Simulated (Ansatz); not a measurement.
Reaction (ligand exchange at a B–C bond): `C#CBO` + `NCS` → `OBNCS` + `C#C`

Program: Ansatz. Geometries: PBE0-D4/def2-TZVP. ΔE: electronic, gas phase. CCSD(T)/CBS adds triple-zeta CCSD(T) − MP2 to the extrapolated MP2 energy (def2 sets, frozen cores). This one scheme is used for every species. Functionals use def2-TZVPP. B3LYP here is the variant with VWN-RPA as its local correlation; programs differ in this. One conformer a species, not always the lowest.

(1) Is it downhill or uphill in electronic energy at CCSD(T)/CBS, and by how much? (Estimate.)

(2) What do these levels give: PBE-D4, ωB97M-V, B2PLYP, PBE, r2SCAN, PBE0, B3LYP, HF/def2-TZVPP, MP2/def2-TZVPP, SCS-MP2/def2-TZVPP, CCSD/def2-TZVPP, HF/CBS(def2)? (Estimate.)

Largest T1 diagnostic among the species: 0.015.

## Answers

(1) The calculation gave: Downhill: ΔE = -17.0 kcal/mol.

(2) The calculation gave: PBE-D4 -16.6, ωB97M-V -17.6, B2PLYP -16.4, PBE -15.5, r2SCAN -16.5, PBE0 -16.0, B3LYP -15.7, HF/def2-TZVPP -14.9, MP2/def2-TZVPP -17.5, SCS-MP2/def2-TZVPP -16.7, CCSD/def2-TZVPP -17.0, HF/CBS(def2) -14.7 kcal/mol.

The D4 term adds −1.6 kcal/mol with B3LYP and −0.9 kcal/mol with PBE0; it sums over pairs of atoms, weighted by their polarisabilities, and B3LYP, whose exchange is more repulsive, gets the larger term. In def2-TZVPP, CCSD(T) changes the Hartree–Fock value by −2.4 kcal/mol (the triples alone add −0.3 kcal/mol) and MP2 by −2.6 kcal/mol.
